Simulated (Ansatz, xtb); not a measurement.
## Two isomers of C2H11ClSi3

Structure X: `C[Si](C)([SiH3])[SiH2]Cl`, a singlet. Structure Y: `C[SiH2][SiH](Cl)[SiH2]C`, a singlet. Both are isolated molecules in the gas phase, relaxed with B3LYP-D3(BJ)/def2-SVP, each in the lowest conformer that the search found.

Quicker runs give these differences E(Y) − E(X): GFN2-xTB −5.36 kJ/mol; HF/STO-3G −2.61 kJ/mol (at GFN2-xTB geometries); r2SCAN-D4/def2-SVP +4.47 kJ/mol (at GFN2-xTB geometries).

**Question.** Estimate which is lower in electronic energy at CCSD(T)/def2-SVP + ΔMP2/def2-TZVPP, and by roughly how much.

**Answer.** Too close to call at this level: CCSD(T)/def2-SVP + ΔMP2/def2-TZVPP gives E(Y) − E(X) = +2.73 kJ/mol.

Level by level:

```
                             level               geometry  E(Y) − E(X) (kJ/mol)  departure from the last row (kJ/mol)  job, with rough time for the two
                          GFN2-xTB               GFN2-xTB                   −5.36                                 −8.09              optimisation, 0.36 s
                         HF/STO-3G               GFN2-xTB                   −2.61                                 −5.34              single point, 0.48 s
                r2SCAN-D4/def2-SVP               GFN2-xTB                   +4.47                                 +1.74               single point, 5.3 s
             B3LYP-D3(BJ)/def2-SVP  B3LYP-D3(BJ)/def2-SVP                   +2.54                                 −0.19                optimisation, 73 s
                       HF/def2-SVP  B3LYP-D3(BJ)/def2-SVP                   +0.19                                 −2.54           part of the CCSD(T) run
                      MP2/def2-SVP  B3LYP-D3(BJ)/def2-SVP                   +6.31                                 +3.58           part of the CCSD(T) run
                  CCSD(T)/def2-SVP  B3LYP-D3(BJ)/def2-SVP                   +5.49                                 +2.76                      single point
CCSD(T)/def2-SVP + ΔMP2/def2-TZVPP  B3LYP-D3(BJ)/def2-SVP                   +2.73                                                      single point, 84 s
```

As drawn, both hold the same kinds of bond in the same numbers.

The largest departure from CCSD(T)/def2-SVP + ΔMP2/def2-TZVPP is that of GFN2-xTB, 8.09 kJ/mol. The last row adds to CCSD(T) the change of the MP2 difference between the two basis sets, here −2.76 kJ/mol.

With thermal terms from frequencies at re-optimised GFN2-xTB minima (ideal gas, soft modes damped towards free rotors, one conformer each, 298.15 K, 1 atm): the zero-point term adds +0.81 kJ/mol; ΔH is +2.32 and ΔG +5.69 kJ/mol.

The correlated steps freeze 22 core orbitals. Programs: Ansatz 0.2.0, xtb 6.7.1; the last row on 4 threads of Arm Neoverse V1 on a shared host.
